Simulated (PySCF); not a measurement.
ammonia (H₃N), singlet, at a GFN2-xTB geometry, atoms displaced at random by about 0.03 Å a coordinate; R2SCAN/def2-TZVP, gradient by finite differences (PySCF).

Here is a job for PySCF.
```python
from pyscf import gto, scf, dft

mol = gto.Mole()
mol.atom = '''
    N     0.02529592   -0.03421834    0.11337255
    H     0.04600755    0.88861489   -0.30137472
    H     0.76322799   -0.47812580   -0.23408351
    H    -0.85519764   -0.45826451   -0.28262838
'''
mol.basis = 'def2-tzvp'
mol.verbose = 4
mol.build()

mf = dft.RKS(mol)
mf.xc = 'r2scan'
mf.conv_tol = 1e-11
mf.kernel()
scan, done = mf.as_scanner(), []
scan.scf_summary = {}
def energy(d):
    c = mol.atom_coords()
    c[2, 0] += d
    e = scan(mol.set_geom_(c, unit='Bohr', inplace=False))
    done.append(scan.converged)
    return e
h = 0.2
fd = (energy(h) - energy(-h)) / (2 * h)
print('dE/dx =', fd)
```

What the program printed (banner, timings and long lists left out):

```
PySCF version 2.14.0

[INPUT] verbose = 4
[INPUT] num. atoms = 4
[INPUT] num. electrons = 10
[INPUT] charge = 0
[INPUT] spin (= nelec alpha-beta = 2S) = 0
[INPUT] symmetry False subgroup None
[INPUT] Mole.unit = angstrom
[INPUT] Symbol           X                Y                Z      unit          X                Y                Z       unit  Magmom
[...]
nuclear repulsion = 12.1581924440136
number of shells = 23
number of NR pGTOs = 70
number of NR cGTOs = 49
basis = def2-tzvp
ecp = {}

******** <class 'pyscf.dft.rks.RKS'> ********
method = RKS
initial guess = minao
damping factor = 0
level_shift factor = 0
DIIS = <class 'pyscf.scf.diis.CDIIS'>
diis_start_cycle = 1
diis_space = 8
diis_damp = 0
SCF conv_tol = 1e-11
SCF conv_tol_grad = None
SCF max_cycles = 50
direct_scf = True
direct_scf_tol = 1e-13
XC library pyscf.dft.libxc version 7.1.2
    S. Lehtola, C. Steigemann, M. J. T. Oliveira, and M. A. L. Marques,  SoftwareX 7, 1–5 (2018)
XC functionals = r2scan
    J. W. Furness, A. D. Kaplan, J. Ning, J. P. Perdew, and J. Sun,  J. Phys. Chem. Lett. 11, 8208–8215 (2020)
    J. W. Furness, A. D. Kaplan, J. Ning, J. P. Perdew, and J. Sun,  J. Phys. Chem. Lett. 11, 9248–9248 (2020)
    J. W. Furness, A. D. Kaplan, J. Ning, J. P. Perdew, and J. Sun,  J. Phys. Chem. Lett. 11, 8208–8215 (2020)
    J. W. Furness, A. D. Kaplan, J. Ning, J. P. Perdew, and J. Sun,  J. Phys. Chem. Lett. 11, 9248–9248 (2020)
radial grids:
    Treutler-Ahlrichs [JCP 102, 346 (1995); DOI:10.1063/1.469408] (M4) radial grids

becke partition: Becke, JCP 88, 2547 (1988); DOI:10.1063/1.454033
pruning grids: <function nwchem_prune>
grids dens level: 3
symmetrized grids: False
atomic radii adjust function: <function treutler_atomic_radii_adjust>
small_rho_cutoff = 0
Set gradient conv threshold to 3.16228e-06
Initial guess from minao.
tot grids = 43328
init E= -56.4514181128908
[...]
cycle= 1 E= -56.4918894365996  delta_E= -0.0405  |g|= 0.454  |ddm|= 1.11
[...]
cycle= 2 E= -56.430669199011  delta_E= 0.0612  |g|= 0.702  |ddm|= 0.646
[...]
cycle= 3 E= -56.5368938824438  delta_E= -0.106  |g|= 0.0147  |ddm|= 0.394
[...]
cycle= 4 E= -56.5369388633573  delta_E= -4.5e-05  |g|= 0.00458  |ddm|= 0.0154
[...]
cycle= 5 E= -56.5369427610652  delta_E= -3.9e-06  |g|= 0.000868  |ddm|= 0.00334
[...]
cycle= 6 E= -56.5369429168098  delta_E= -1.56e-07  |g|= 4.51e-05  |ddm|= 0.000496
[...]
cycle= 7 E= -56.5369429172787  delta_E= -4.69e-10  |g|= 1.69e-05  |ddm|= 5.34e-05
[...]
[...]
converged SCF energy = -56.5369429173496
converged SCF energy = -56.5429935010732
[...]
   3 H      0.657392547816  -0.478125800000  -0.234083510000 AA    1.242291871702  -0.903526815089  -0.442353724177 Bohr
   4 H     -0.855197640000  -0.458264510000  -0.282628380000 AA   -1.616089321974  -0.865994416508  -0.534090233230 Bohr

******** <class 'pyscf.scf.hf.RKS_Scanner'> ********
method = RKS_Scanner
initial guess = minao
damping factor = 0
level_shift factor = 0
DIIS = <class 'pyscf.scf.diis.CDIIS'>
diis_start_cycle = 1
diis_space = 8
diis_damp = 0
SCF conv_tol = 1e-11
SCF conv_tol_grad = None
SCF max_cycles = 50
direct_scf = True
direct_scf_tol = 1e-13
XC library pyscf.dft.libxc version 7.1.2
    S. Lehtola, C. Steigemann, M. J. T. Oliveira, and M. A. L. Marques,  SoftwareX 7, 1–5 (2018)
XC functionals = r2scan
    J. W. Furness, A. D. Kaplan, J. Ning, J. P. Perdew, and J. Sun,  J. Phys. Chem. Lett. 11, 8208–8215 (2020)
    J. W. Furness, A. D. Kaplan, J. Ning, J. P. Perdew, and J. Sun,  J. Phys. Chem. Lett. 11, 9248–9248 (2020)
    J. W. Furness, A. D. Kaplan, J. Ning, J. P. Perdew, and J. Sun,  J. Phys. Chem. Lett. 11, 8208–8215 (2020)
    J. W. Furness, A. D. Kaplan, J. Ning, J. P. Perdew, and J. Sun,  J. Phys. Chem. Lett. 11, 9248–9248 (2020)
radial grids:
    Treutler-Ahlrichs [JCP 102, 346 (1995); DOI:10.1063/1.469408] (M4) radial grids

becke partition: Becke, JCP 88, 2547 (1988); DOI:10.1063/1.454033
pruning grids: <function nwchem_prune>
grids dens level: 3
symmetrized grids: False
atomic radii adjust function: <function treutler_atomic_radii_adjust>
small_rho_cutoff = 0
Set gradient conv threshold to 3.16228e-06
tot grids = 43328
init E= -56.5677697759531
[...]
cycle= 1 E= -56.5105499779368  delta_E= 0.0572  |g|= 0.0504  |ddm|= 0.163
[...]
cycle= 2 E= -56.5109236774616  delta_E= -0.000374  |g|= 0.0341  |ddm|= 0.0694
[...]
cycle= 3 E= -56.5111792314333  delta_E= -0.000256  |g|= 0.00993  |ddm|= 0.0269
[...]
cycle= 4 E= -56.5111968298666  delta_E= -1.76e-05  |g|= 0.00272  |ddm|= 0.00626
[...]
cycle= 5 E= -56.5111983337533  delta_E= -1.5e-06  |g|= 0.000102  |ddm|= 0.00137
[...]
cycle= 6 E= -56.5111983357759  delta_E= -2.02e-09  |g|= 3.44e-05  |ddm|= 0.000136
[...]
cycle= 7 E= -56.5111983360276  delta_E= -2.52e-10  |g|= 2.91e-06  |ddm|= 2.81e-05
[...]
cycle= 8 E= -56.5111983360295  delta_E= -1.88e-12  |g|= 8.52e-07  |ddm|= 3.55e-06
[...]
Extra cycle  E= -56.5111983360296  delta_E= -1.85e-13  |g|= 5.71e-07  |ddm|= 1.17e-06
converged SCF energy = -56.5111983360296
dE/dx = -0.07948791260893984
```
